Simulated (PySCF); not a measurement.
## What binds SnH⁻: the parts of the energy along the bond

State: ³Σ⁻, triplet, unpaired electrons π ↑↑. ROHF-based CCSD(T) in PySCF 2.14 with Sn aug-cc-pwCVDZ-PP with ECP28, H aug-cc-pVDZ and Sn aug-cc-pwCVTZ-PP with ECP28, H aug-cc-pVTZ (frozen core orbitals: 4; scalar-relativistic core potentials). Correlation energies are extrapolated as n⁻³ (n = 2, 3), Hartree–Fock as (n+1)·exp(−9√n). All energies in eV from Sn⁻ + H.

```tsv
R (Å)	HF/CBS	CCSD corr.	(T)	total
1.6078	-1.343	-1.011	-0.0255	-2.379
1.6809	-1.498	-0.996	-0.0267	-2.521
1.7540	-1.570	-0.987	-0.0285	-2.585
1.8271	-1.580	-0.981	-0.0306	-2.592
1.9002	-1.546	-0.978	-0.0331	-2.556
1.9915	-1.458	-0.977	-0.0364	-2.471
2.0829	-1.338	-0.978	-0.0400	-2.356
```

A fit to the total gives Re = 1.7995 Å, De = 2.595 eV, ωe = 1546.5 cm⁻¹, Be = 5.209 cm⁻¹ (masses 119.9022 and 1.0078 u).

Problem. At R = 1.8271 Å the CCSD correlation energy is -0.352465 hartree in the smaller basis and -0.528486 in the larger. Extrapolate it.

Solution. (3³·E3 − 2³·E2)/(3³ − 2³) = -0.60260 hartree; the larger basis holds 87.7 % of it.

The T1 diagnostic is 0.017. The state was picked by a PBE0 search and need not be the measured ground state. Spin–orbit coupling, excitations beyond (T) and corrections to the Born–Oppenheimer picture are left out, and spin–orbit coupling matters for open p, d or f shells this heavy.
